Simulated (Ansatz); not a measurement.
CH4OZn can be A, `C[O][ZnH]`, or B, `O[CH2][ZnH]`.

Calculated with Ansatz (gas phase, PBE0-D4/def2-TZVP geometries, no zero-point term in ΔE). CBS: MP2 limit from def2 TZ/QZ plus the TZ coupled-cluster correction, frozen cores. DFT in def2-TZVPP. B3LYP here is the variant with VWN-RPA as its local correlation; programs differ in this. For Zn outer-core shells are correlated without core-valence functions, which leaves a few kJ/mol of doubt a bond. Scalar relativity is left out up to krypton. One conformer a species, not always the lowest.

Which isomer does CCSD(T)/CBS put lower? Give the gap. (Estimate.)

The calculation gave: A, by 85.3 kJ/mol.

Give E(B) − E(A) in kJ/mol with CCSD(T)/def2-TZVPP, PBE-D4, B3LYP-D4, CCSD/def2-TZVPP, HF/def2-TZVPP, r2SCAN-D4, BLYP-D4. (An estimate is asked.)

Computed: CCSD(T)/def2-TZVPP 85.1, PBE-D4 74.6, B3LYP-D4 83.9, CCSD/def2-TZVPP 86.8, HF/def2-TZVPP 99.6, r2SCAN-D4 84.6, BLYP-D4 81.7. None reverses the order clearly.

Does the order hold for the free energy at 298.15 K (harmonic terms from PBE0-D4)? (Estimate.)

Ansatz gave: Yes: G(B) − G(A) = +85.2 kJ/mol, for one conformer each.

Largest T1 diagnostic: 0.017.

From PBE to PBE0 (25 % exact exchange), in def2-TZVPP and without D4, E(B) − E(A) moves by +3.1 kJ/mol. In def2-TZVPP, CCSD(T) changes the Hartree–Fock value by −14.5 kJ/mol (the triples alone add −1.7 kJ/mol) and MP2 by −12.6 kJ/mol.
